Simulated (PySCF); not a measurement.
# Structure elucidation problem

The spectra below were simulated for a compound C₃H₁₃NOSi₃.

1H NMR (600 MHz, computed): δ 5.83 (q, 1H), 5.14 (s, 2H), 4.25 (s, 3H), 4.10 (d, 3H), 2.76 (s, 3H), 0.13 (br s, 1H).

13C{1H} NMR (computed): δ 174.4 (C), 126.3 (CH), 27.4 (CH3).

One computed conformer, isolated molecule, one averaged value for each set of equivalent atoms, non-relativistic Hamiltonian. Geometry from GFN2-xTB; shieldings: GIAO PBE0/pcSseg-1; PySCF 2.14.0 with density-fitted response routines.

Scale: 1H and 13C against TMS (reference shieldings calculated alike).

Task: Deduce the structure.

Result: 
Rings plus π bonds: 1 (no ring in the answer). 3 carbon signals for 3 carbons: no two carbons are equivalent. Carbon types of the structure: 1 × C, 1 × CH, 1 × CH3, leaving 9 H on heteroatoms. δC 174.4: alkene carbon bearing oxygen; an sp2 carbon further deshielded by the attached heteroatom. δC 126.3: β carbon of an enol-ether or enamine type C=C. δC 27.4: methyl carbon bonded to N; pulled downfield by the heteroatom. δH 5.83: hydrogen on a β carbon of an enol-ether or enamine type C=C; olefinic region. δH 5.14: hydrogen on a silicon bonded to N, O. δH 2.76: hydrogen on a methyl carbon bonded to N; its carbon carries N, an electronegative neighbour. δH 0.13: hydrogen on a nitrogen bonded to C, Si; exchangeable, gas-phase position.

The compound is SMILES CN[SiH2]O/C([SiH3])=C\[SiH3].

The data come from this structure; uniqueness wasn't tested.

Exchangeable OH/NH protons stand at their gas-phase positions; hydrogen bonding in a real sample shifts them, mostly to higher δ. Shifts are as computed. Against solution values, carbons near 30 ppm lie about +3 ppm off and those near 130 ppm about +5 ppm. Of 1309 compounds with measured shifts, 239 miss one by over three times the rms of a fit or turn the order of signals round; such compounds aren't used in these exercises. Multiplicities follow the n + 1 count of equivalent neighbours, as no J values were calculated; m marks all less simple cases, F and P coupling included.
